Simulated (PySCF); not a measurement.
A survey of $^{15}$N NMR shifts

Theoretical values (PySCF 2.14): NMR shieldings at PBE0/pcSseg-1/GIAO, GFN2-xTB structure. No relativistic terms, averaged over atoms made equivalent by symmetry, fast rotation or ring inversion, one computed conformer, no solvent.

Shieldings were converted by a linear fit to measured shifts: $^{15}$N (scatter 6.3 ppm rms vs CH3NO2, solution or neat liquid). Occasional misses reach two or three times the rms, and more in compound classes unlike the fitted ones.

Question: Give the $^{15}$N shifts of `Clc1nnc(C2CC2)s1`, `CN[SiH]1CNC1`, `CCCn1nccn1`, `C=NNCC[SiH3]`, `CCn1ncc(C)n1`, `CCc1n[nH]c(C)n1`.

Answer: 
```
                                                 compound                                    environment  δ (ppm)
[Cl:1][c:2]1[n:3][n:4][c:5]([CH:6]2[CH2:7][CH2:8]2)[s:9]1         N3: pyridine-type nitrogen of an azole    -28.1
[Cl:1][c:2]1[n:3][n:4][c:5]([CH:6]2[CH2:7][CH2:8]2)[s:9]1         N4: pyridine-type nitrogen of an azole    -38.8
               [CH3:1][NH:2][SiH:3]1[CH2:4][NH:5][CH2:6]1                N2: nitrogen bonded to C, Si, H   -366.7
               [CH3:1][NH:2][SiH:3]1[CH2:4][NH:5][CH2:6]1                             N5: amine nitrogen   -368.4
       [CH3:1][CH2:2][CH2:3][n:4]1[n:5][cH:6][cH:7][n:8]1  N5/8: pyridine-type nitrogen of an azole (×2)    -60.3
       [CH3:1][CH2:2][CH2:3][n:4]1[n:5][cH:6][cH:7][n:8]1                 N4: pyrrole-type ring nitrogen   -135.3
                [CH2:1]=[N:2][NH:3][CH2:4][CH2:5][SiH3:6]                             N2: imine nitrogen    -26.1
                [CH2:1]=[N:2][NH:3][CH2:4][CH2:5][SiH3:6]                  N3: nitrogen bonded to O or N   -247.4
      [CH3:1][CH2:2][n:3]1[n:4][cH:5][c:6]([CH3:7])[n:8]1         N4: pyridine-type nitrogen of an azole    -57.5
      [CH3:1][CH2:2][n:3]1[n:4][cH:5][c:6]([CH3:7])[n:8]1         N8: pyridine-type nitrogen of an azole    -65.4
      [CH3:1][CH2:2][n:3]1[n:4][cH:5][c:6]([CH3:7])[n:8]1                 N3: pyrrole-type ring nitrogen   -137.9
      [CH3:1][CH2:2][c:3]1[n:4][nH:5][c:6]([CH3:7])[n:8]1         N4: pyridine-type nitrogen of an azole    -95.9
      [CH3:1][CH2:2][c:3]1[n:4][nH:5][c:6]([CH3:7])[n:8]1         N8: pyridine-type nitrogen of an azole   -129.1
      [CH3:1][CH2:2][c:3]1[n:4][nH:5][c:6]([CH3:7])[n:8]1                 N5: pyrrole-type ring nitrogen   -189.9
```
